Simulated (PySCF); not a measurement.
Hg⁺ (mercury, charge +1) across methods

[Xe] 4f14 5d10 6p1, 2P determinant (an excited configuration). All numbers are calculated (PySCF 2.14, scalar relativity through the core potential, in aug-cc-pwCVDZ-PP with ECP60MDF). The B2PLYP total includes its PT2 part (frozen core); its orbital energies are those of the SCF part.

```csv
method,E (hartree),mean ε 5d α (eV),mean ε 5d β (eV),mean ε 6p α (eV),Σ⟨r²⟩ (bohr²),⟨S²⟩
B2PLYP,-152.6642,-24.256,-24.148,-9.866,47.87,0.758
PBE,-152.8932,-20.637,-20.490,-8.866,47.49,0.755
HSE06,-152.8622,-22.105,-21.971,-9.084,47.52,0.756
r2SCANh,-152.9039,-21.668,-21.546,-9.245,47.18,0.762
r2SCAN,-152.9238,-20.943,-20.817,-9.020,47.15,0.762
UHF,-151.98539,-27.257,-27.170,-10.648,48.57,0.765
PBE0,-152.8648,-22.527,-22.390,-9.449,47.49,0.757
BLYP,-152.8435,-20.467,-20.355,-8.745,47.58,0.753
LDA,-152.6163,-20.827,-20.684,-8.989,47.42,0.753
```

Energies and moments cover only the electrons outside the core potential. Spin-orbit coupling, absent here, splits the open shell strongly.
